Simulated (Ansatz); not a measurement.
Consider the substitution at a C–Si bond: `CC(C)[SiH3]` + H₂Te → `CC(C)[TeH]` + SiH₄.

Computed with Ansatz on PBE0-D4/def2-TZVP structures; ΔE is electronic, products minus reactants. CCSD(T)/CBS is the MP2 limit (def2-TZVPP, def2-QZVPP) plus CCSD(T) − MP2 in def2-TZVPP, frozen cores. This one scheme is used for every species. Functionals use def2-TZVPP. HSE06 is defined as in plane-wave codes. Elements past krypton have def2 core potentials. For Te outer-core shells are correlated without core-valence functions, which leaves a few kJ/mol of doubt a bond.

```tsv
level	ΔE (kcal/mol)
HSE06	5.4
SCS-MP2/def2-QZVPP	2.2
```

Q: What does CCSD(T)/CBS give? (Best estimate.)

A: The calculation gave: +2.9 kcal/mol. The listed levels differ from it by 2.5, -0.7 kcal/mol.

Largest T1 diagnostic among the species: 0.011.

In def2-TZVPP, CCSD(T) changes the Hartree–Fock value by −1.8 kcal/mol (the triples alone add −0.6 kcal/mol) and MP2 by −3.3 kcal/mol. At CCSD(T), def2-SVP lies +2.7 kcal/mol from the extrapolated value and def2-TZVPP +0.9 kcal/mol.
